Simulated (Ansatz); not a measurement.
`FC(F)(F)c1cc2sc(-c3cc4sc(-c5cc6sc(-c7cc8sc(-c9cc%10sc(-c%11cc%12sc(C(F)(F)F)cc%12s%11)cc%10s9)cc8s7)cc6s5)cc4s3)cc2s1`, 68 atoms. Hardware: 11 threads of AMD EPYC 7R13 on a shared host and a whole NVIDIA H100 80GB HBM3.

Single mean-field runs in 6-31G, def2-SVP, def2-TZVP are fitted with def2-universal-jkfit.

Q: How many basis functions does each of these Ansatz runs have, and roughly what does it cost? B3LYP-D4/6-31G, charge 0 singlet, energy; PBE0-D4/def2-SVP, charge 0 singlet, energy, from earlier orbitals; PBE0-D4/def2-TZVP, charge -1 doublet at the geometry of the charge 0 singlet, energy; PBE-D4/def2-TZVP, charge 0 triplet at the geometry of the charge 0 singlet, energy, from earlier orbitals; HF/6-31G, charge 0 singlet, energy; PBE-D4/def2-TZVP, charge 1 doublet at the geometry of the charge 0 singlet, energy, from earlier orbitals; r2SCAN-D4/def2-SVP, charge 0 singlet, relaxation, 5 steps; B3LYP-D4/def2-TZVP, charge 0 singlet, energy, from earlier orbitals; PBE0-D4/def2-TZVP, charge 0 singlet, energy, from earlier orbitals; PBE-D4/def2-TZVP, charge 0 singlet, energy and forces, from earlier orbitals; PBE0-D4/def2-TZVP, charge 1 doublet at the geometry of the charge 0 singlet, energy; PBE-D4/def2-SVP, charge 0 singlet, energy, from earlier orbitals.

A: Other jobs shared the machine, so times can vary by a factor of up to 3.

```json
{"run": "HF/6-31G, charge 0 singlet, energy", "functions": "576", "fitting or Cholesky vectors": "5064", "wall time": "3.1 s", "peak host memory (GiB)": "1.2"}
{"run": "B3LYP-D4/6-31G, charge 0 singlet, energy", "functions": "576", "fitting or Cholesky vectors": "5064", "wall time": "3.5 s", "peak host memory (GiB)": "1.3"}
{"run": "PBE-D4/def2-SVP, charge 0 singlet, energy, from earlier orbitals", "functions": "892", "fitting or Cholesky vectors": "5064", "wall time": "5.5 s", "peak host memory (GiB)": "1.3"}
{"run": "PBE0-D4/def2-SVP, charge 0 singlet, energy, from earlier orbitals", "functions": "892", "fitting or Cholesky vectors": "5064", "wall time": "7 s", "peak host memory (GiB)": "1.3"}
{"run": "PBE-D4/def2-TZVP, charge 0 singlet, energy and forces, from earlier orbitals", "functions": "1880", "fitting or Cholesky vectors": "5064", "wall time": "12 s", "peak host memory (GiB)": "1.9"}
{"run": "PBE0-D4/def2-TZVP, charge 0 singlet, energy, from earlier orbitals", "functions": "1880", "fitting or Cholesky vectors": "5064", "wall time": "14 s", "peak host memory (GiB)": "1.8"}
{"run": "B3LYP-D4/def2-TZVP, charge 0 singlet, energy, from earlier orbitals", "functions": "1880", "fitting or Cholesky vectors": "5064", "wall time": "14 s", "peak host memory (GiB)": "1.8"}
{"run": "PBE-D4/def2-TZVP, charge 1 doublet at the geometry of the charge 0 singlet, energy, from earlier orbitals", "functions": "1880", "fitting or Cholesky vectors": "5064", "wall time": "17 s", "peak host memory (GiB)": "2.5"}
{"run": "PBE-D4/def2-TZVP, charge 0 triplet at the geometry of the charge 0 singlet, energy, from earlier orbitals", "functions": "1880", "fitting or Cholesky vectors": "5064", "wall time": "18 s", "peak host memory (GiB)": "2.5"}
{"run": "r2SCAN-D4/def2-SVP, charge 0 singlet, relaxation, 5 steps", "functions": "892", "fitting or Cholesky vectors": "5064", "wall time": "19 s", "peak host memory (GiB)": "1.5"}
{"run": "PBE0-D4/def2-TZVP, charge -1 doublet at the geometry of the charge 0 singlet, energy", "functions": "1880", "fitting or Cholesky vectors": "5064", "wall time": "35 s", "peak host memory (GiB)": "3.2"}
{"run": "PBE0-D4/def2-TZVP, charge 1 doublet at the geometry of the charge 0 singlet, energy", "functions": "1880", "fitting or Cholesky vectors": "5064", "wall time": "37 s", "peak host memory (GiB)": "3.2"}
```
